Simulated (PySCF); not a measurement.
As: ionisation energy

As [Ar] 3d10 4s2 4p3 (4S) → As⁺ [Ar] 3d10 4s2 4p2 (3P), as a difference of total energies. Calculation: PySCF 2.14, in aug-cc-pVTZ-PP with ECP10MDF (6s5p4d2f, 55 functions); a scalar-relativistic core potential. Correlated levels: valence: 3s2 3p6 3d10 frozen. The calculations carry no spin-orbit coupling.

```tsv
method	ionisation energy (eV)	error (eV)
UHF	9.415	-0.593
MP2 (valence)	9.905	-0.103
SCS-MP2 (valence)	9.754	-0.254
CCSD (valence)	9.870	-0.138
CCSD(T) (valence)	9.905	-0.103
```

Reference: 10.008 eV (measured; NIST levels, between the centres of gravity of the two terms).

Errors of the correlated levels include the incompleteness of this basis and the frozen core.
